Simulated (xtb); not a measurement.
C3H9B3O3, charge +1, doublet, from a rough starting geometry (a state made from the parent by changing its charge; the spin is typed, not shown lowest); GFN2-xTB run with xtb.

The xtb input:
```
$ xtb mol.xyz --gfn 2 --chrg 1 --uhf 1 --opt vtight --json

# file mol.xyz
18

C     -1.86614254    -2.24387260    -0.19453819
B     -0.92935986    -1.04682069    -0.11529020
O      0.54140185    -1.27615267     0.01425846
B      1.34347241    -0.19517462     0.14788630
C      2.91856521    -0.53660386     0.28364427
O      0.85994019     1.02750154     0.10292798
B     -0.48767123     1.26361269    -0.02306093
C     -1.01560579     2.79528620    -0.14313888
O     -1.35222347     0.19663981    -0.13136836
H     -1.36174249    -3.19456776    -0.48599848
H     -2.70402025    -2.05816055    -0.86513379
H     -2.36102510    -2.50151878     0.77938713
H      3.27849614    -1.02518551    -0.57524891
H      3.11162347    -1.13799302     1.18892272
H      3.45218051     0.37672192     0.43360092
H     -1.89468632     2.94310054     0.56021684
H     -0.26512284     3.47517836     0.22585744
H     -1.37364249     3.00944593    -1.20260964
```

The log (banner, timings and long lists left out):

```
   ID    Z sym.   atoms
    1    6 C      1, 5, 8
    2    5 B      2, 4, 7
    3    8 O      3, 6, 9
    4    1 H      10-18

           -------------------------------------------------
          |                Calculation Setup                |
           -------------------------------------------------

           -------------------------------------------------
          |                 G F N 2 - x T B                 |
           -------------------------------------------------

          ...................................................
          :                      SETUP                      :
          :.................................................:
          :  # basis functions                  45          :
          :  # atomic orbitals                  45          :
          :  # shells                           27          :
          :  # electrons                        47          :
          :  max. iterations                   250          :
          :  Hamiltonian                  GFN2-xTB          :
          :  restarted?                      false          :
          :  GBSA solvation                  false          :
          :  PC potential                    false          :
          :  electronic temp.          300.0000000     K    :
          :  accuracy                    1.0000000          :
          :  -> integral cutoff          0.2500000E+02      :
          :  -> integral neglect         0.1000000E-07      :
          :  -> SCF convergence          0.1000000E-05 Eh   :
          :  -> wf. convergence          0.1000000E-03 e    :
          :  Broyden damping             0.4000000          :
          :  net charge                          1          :
          :  unpaired electrons                  1          :
          ...................................................

 iter      E             dE          RMSdq      gap      omega  full diag
   1    -26.4863621 -0.264864E+02  0.800E+00    6.60       0.0  T
   2    -26.8033025 -0.316940E+00  0.555E+00    4.13       1.0  T
   3    -26.8114072 -0.810462E-02  0.337E+00    4.01       1.0  T
   4    -26.8336912 -0.222841E-01  0.185E+00    5.09       1.0  T
   5    -26.9128424 -0.791511E-01  0.924E-01    4.80       1.0  T
   6    -26.9207891 -0.794672E-02  0.685E-01    4.97       1.0  T
   7    -26.9146603  0.612876E-02  0.755E-01    4.98       1.0  T
   8    -26.9251264 -0.104661E-01  0.260E-01    5.02       1.0  T
   9    -26.9248261  0.300333E-03  0.287E-01    5.09       1.0  T
  10    -26.9262602 -0.143415E-02  0.788E-02    5.09       1.0  T
  11    -26.9262507  0.954375E-05  0.673E-02    5.09       1.0  T
  12    -26.9263308 -0.801389E-04  0.985E-03    5.08       2.4  T
  13    -26.9263305  0.312811E-06  0.928E-03    5.08       2.5  T
  14    -26.9263318 -0.133127E-05  0.507E-03    5.08       4.7  T
  15    -26.9263324 -0.503071E-06  0.720E-04    5.08      32.7  T
  16    -26.9263323  0.153029E-07  0.113E-03    5.08      20.8  T
  17    -26.9263324 -0.247811E-07  0.100E-04    5.08     234.8  T

   *** convergence criteria satisfied after 17 iterations ***

         :::::::::::::::::::::::::::::::::::::::::::::::::::::
         ::                     SUMMARY                     ::
         :::::::::::::::::::::::::::::::::::::::::::::::::::::
         :: total energy             -26.665977001665 Eh    ::
         :: gradient norm              0.116974575442 Eh/a0 ::
         :: HOMO-LUMO gap              5.081223635986 eV    ::
         ::.................................................::
         :: SCC energy               -26.926304452989 Eh    ::
         :: -> isotropic ES            0.192521722654 Eh    ::
         :: -> anisotropic ES         -0.006539550132 Eh    ::
         :: -> anisotropic XC          0.006265829822 Eh    ::
         :: -> dispersion             -0.008977999397 Eh    ::
         :: repulsion energy           0.260327451325 Eh    ::
         :: add. restraining           0.000000000000 Eh    ::
         :: total charge               1.000000000179 e     ::
         :::::::::::::::::::::::::::::::::::::::::::::::::::::

      -----------------------------------------------------------
     |                   =====================                   |
     |                        A N C O P T                        |
     |                   =====================                   |
     |               Approximate Normal Coordinate               |
     |                Rational Function Optimizer                |
      -----------------------------------------------------------
      -----------------------------------------------------------
     |                   =====================                   |
     |                        A N C O P T                        |
     |                   =====================                   |
     |               Approximate Normal Coordinate               |
     |                Rational Function Optimizer                |
      -----------------------------------------------------------

          ...................................................
          :                      SETUP                      :
          :.................................................:
          :   optimization level         verytight          :
          :   max. optcycles                   360          :
          :   ANC micro-cycles                  20          :
          :   degrees of freedom                48          :
          :.................................................:
          :   RF solver                   davidson          :
          :   write xtbopt.log                true          :
          :   linear?                        false          :
          :   energy convergence         0.1000000E-06 Eh   :
          :   grad. convergence          0.2000000E-03 Eh/α :
          :   maxmium RF displ.          1.0000000          :
          :   Hlow (freq-cutoff)         0.1000000E-01      :
[...]
 * total energy  :   -26.6846976 Eh     change       -0.1304757E-05 Eh
 * total energy  :   -26.6846994 Eh     change       -0.1809185E-05 Eh
 * total energy  :   -26.6847008 Eh     change       -0.1372908E-05 Eh
 * total energy  :   -26.6847011 Eh     change       -0.3203186E-06 Eh
 * total energy  :   -26.6847013 Eh     change       -0.2072542E-06 Eh
 * total energy  :   -26.6847016 Eh     change       -0.2254240E-06 Eh
 * total energy  :   -26.6847017 Eh     change       -0.1095550E-06 Eh
 * total energy  :   -26.6847018 Eh     change       -0.1357975E-06 Eh
 * total energy  :   -26.6847019 Eh     change       -0.1032619E-06 Eh
 * total energy  :   -26.6847020 Eh     change       -0.1108068E-06 Eh
 * total energy  :   -26.6847021 Eh     change       -0.1096083E-06 Eh
 * total energy  :   -26.6847022 Eh     change       -0.7526243E-07 Eh
   *** GEOMETRY OPTIMIZATION CONVERGED AFTER 42 ITERATIONS ***
         :: total energy             -26.684702214890 Eh    ::
[...]

    * Orbital Energies and Occupations

         #    Occupation            Energy/Eh            Energy/eV
      -------------------------------------------------------------
         1        2.0000           -0.8881658             -24.1682
       ...           ...                  ...                  ...
        12        2.0000           -0.6931783             -18.8623
        13        2.0000           -0.6845814             -18.6284
        14        2.0000           -0.6620686             -18.0158
        15        2.0000           -0.6602371             -17.9660
        16        2.0000           -0.6404940             -17.4287
        17        2.0000           -0.6385602             -17.3761
        18        2.0000           -0.6291530             -17.1201
        19        2.0000           -0.6277603             -17.0822
        20        2.0000           -0.6242470             -16.9866
        21        2.0000           -0.6240796             -16.9821
        22        2.0000           -0.6187844             -16.8380
        23        1.9898           -0.5985187             -16.2865
        24        1.0102           -0.5898309             -16.0501 (HOMO)
        25                         -0.3964647             -10.7884 (LUMO)
        26                         -0.3865489             -10.5185
        27                         -0.2829203              -7.6987
        28                         -0.0878119              -2.3895
        29                         -0.0590366              -1.6065
        30                         -0.0219901              -0.5984
        31                          0.0109344               0.2975
        32                          0.0365980               0.9959
        33                          0.0397340               1.0812
        34                          0.0527541               1.4355
        35                          0.0640010               1.7416
       ...                                ...                  ...
        45                          0.4955482              13.4846
      -------------------------------------------------------------
                  HL-Gap            0.1933662 Eh            5.2618 eV
             Fermi-level           -0.5436613 Eh          -14.7938 eV

     #   Z          covCN         q      C6AA      α(0)
     1   6 C        3.674    -0.202    24.758     7.130
     2   5 B        2.560     0.461    15.829     6.814
     3   8 O        1.574    -0.314    19.299     5.928
     4   5 B        2.583     0.473    15.498     6.705
     5   6 C        3.667    -0.167    24.029     7.029
     6   8 O        1.574    -0.315    19.319     5.931
     7   5 B        2.564     0.463    15.763     6.792
     8   6 C        3.673    -0.197    24.651     7.115
     9   8 O        1.576    -0.291    18.899     5.866
    10   1 H        0.925     0.108     1.712     2.046
    11   1 H        0.925     0.121     1.602     1.979
    12   1 H        0.925     0.121     1.602     1.979
    13   1 H        0.925     0.130     1.536     1.938
    14   1 H        0.925     0.129     1.542     1.942
    15   1 H        0.925     0.123     1.591     1.973
    16   1 H        0.925     0.123     1.589     1.971
    17   1 H        0.925     0.110     1.698     2.038
    18   1 H        0.925     0.123     1.588     1.971

 Mol. C6AA /au·bohr⁶  :       2605.009885
 Mol. C8AA /au·bohr⁸  :      63670.151858
 Mol. α(0) /au        :         77.147096

Wiberg/Mayer (AO) data.
largest (>0.10) Wiberg bond orders for each atom

 ---------------------------------------------------------------------------
     #   Z sym  total        # sym  WBO       # sym  WBO       # sym  WBO
 ---------------------------------------------------------------------------
     1   6 C    3.965 --    10 H    0.975     2 B    0.967    11 H    0.928
                            12 H    0.928
     2   5 B    3.311 --     9 O    1.134     3 O    1.023     1 C    0.967
     3   8 O    2.434 --     4 B    1.198     2 B    1.023
     4   5 B    3.359 --     3 O    1.198     6 O    1.185     5 C    0.777
     5   6 C    3.879 --    15 H    0.966    14 H    0.944    13 H    0.941
                             4 B    0.777
     6   8 O    2.424 --     4 B    1.185     7 B    1.028
     7   5 B    3.319 --     9 O    1.159     6 O    1.028     8 C    0.939
     8   6 C    3.957 --    17 H    0.976     7 B    0.939    16 H    0.928
                            18 H    0.928
     9   8 O    2.533 --     7 B    1.159     2 B    1.134
    10   1 H    0.988 --     1 C    0.975
    11   1 H    0.977 --     1 C    0.928
    12   1 H    0.977 --     1 C    0.928
    13   1 H    0.980 --     5 C    0.941
    14   1 H    0.981 --     5 C    0.944
    15   1 H    0.983 --     5 C    0.966
    16   1 H    0.976 --     8 C    0.928
    17   1 H    0.987 --     8 C    0.976
    18   1 H    0.976 --     8 C    0.928
 ---------------------------------------------------------------------------

Topologies differ in total number of bonds
Writing topology from bond orders to xtbtopo.mol

molecular dipole:
                 x           y           z       tot (Debye)
 q only:        0.137      -0.015       0.012
   full:        0.131      -0.014       0.009       0.336
molecular quadrupole (traceless):
                xx          xy          yy          xz          yz          zz
 q only:        7.835      -0.854       5.274       2.094       0.006     -13.109
  q+dip:        6.981      -1.193       3.369       1.703      -0.053     -10.349
   full:        6.683      -1.445       1.937       1.494      -0.094      -8.620

optimized geometry written to: xtbopt.xyz

           -------------------------------------------------
          | TOTAL ENERGY              -26.684702214890 Eh   |
          | GRADIENT NORM               0.000033669696 Eh/α |
          | HOMO-LUMO GAP               5.261761562421 eV   |
           -------------------------------------------------

normal termination of xtb
```
